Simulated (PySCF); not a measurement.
Input for PySCF: R-B3LYP/3-21G on H3NSSn (SMILES [NH2][Sn][SH]), a point of a torsion scan.

```python
from pyscf import gto, scf, dft, mp
from pyscf.data.elements import chemcore

mol = gto.M(
    atom='''
    N    -1.26336939    0.11694168    0.10688040
    Sn    0.19478644   -0.88977976    1.12776082
    S     1.99931342   -0.42779484   -0.46756943
    H    -2.22143454    0.17425190    0.42339140
    H    -1.21387735    0.60846085   -0.77534178
    H     1.28486856    0.27854826   -1.32373667
    ''',
    basis='3-21g',
    charge=0, spin=0, verbose=3, max_memory=1800)
mf = dft.RKS(mol, xc='b3lyp')
mf.conv_tol = 1e-8
mf.max_cycle = 100
mf.kernel()
if not mf.converged:
    mf = mf.newton().run(mf.mo_coeff, mf.mo_occ)
```

It printed:

```
converged SCF energy = -6451.37258609311
```

Self-consistency was reached.

Cost: very roughly 6 core-seconds.
